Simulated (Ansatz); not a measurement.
**Strength of the C–C bond: C8H18 → C5H11 + C3H7**

Species: C8H18 (2,3,3-trimethylpentane) `CCC(C)(C)C(C)C`, singlet; C5H11 `CC[C](C)C`, doublet; C3H7 (methylethyl) `C[CH]C`, doublet. 

Shapes, held fixed at every level: PBE0-D4/def2-TZVP. Flexible molecules stand in one conformer, not always the lowest. Programs: Ansatz 0.2.0. Electronic energies: no zero-point or thermal term.

```tsv
level	kind	ΔE (kJ/mol)	less CCSD(T)/CBS estimate
MP2/def2-TZVPP	perturbation theory	+396.4	+26.4
SPW92/def2-TZVPP	LDA	+405.8	+35.8
PBE-D4/def2-TZVPP	GGA	+329.7	-40.3
r2SCAN-D4/def2-TZVPP	meta-GGA	+309.2	-60.8
B3LYP-D4/def2-TZVPP	global hybrid	+320.1	-49.9
BHLYP-D4/def2-TZVPP	global hybrid	+317.8	-52.2
CCSD/def2-SVP	coupled cluster or CI	+347.3	-22.7
CCSD(T)/CBS estimate	coupled cluster or CI	+370.0	0.0
```

The highest level, CCSD(T)/CBS estimate, gives ΔE = +370.0 kJ/mol; the levels span +309.2 to +405.8. The column of differences is taken from that level and isn't an error. No measured value is set beside it here. Open shells run unrestricted. The CBS estimate extrapolates MP2 from def2-TZVPP and def2-QZVPP and adds CCSD(T) − MP2 in the triple-zeta set, cores frozen.
